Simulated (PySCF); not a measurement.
## How methods differ on the ionisation energy of Ne⁺

Ne⁺ [He] 2s2 2p5 (2P) → Ne²⁺ [He] 2s2 2p4 (3P), as a difference of total energies. Calculation: PySCF 2.14, in aug-cc-pVDZ (4s3p2d, 23 functions); the non-relativistic Hamiltonian (point nucleus). Correlated levels: valence: 1s2 frozen. The calculations carry no spin-orbit coupling.

```csv
method,ionisation energy (eV)
UHF,39.321
MP2 (valence),40.532
SCS-MP2 (valence),40.480
CCSD (valence),40.477
CCSD(T) (valence),40.499
```

Q: Estimate what PBE gives.

A: 41.219 eV, closest to MP2 (valence) among the rows shown.

Q: Estimate what TPSS gives.

A: 40.987 eV, closest to MP2 (valence) among the rows shown.

Errors of the correlated levels include the incompleteness of this basis and the frozen core.

For comparison: 40.963 eV (measured; NIST Atomic Spectra Database, ionization energies).
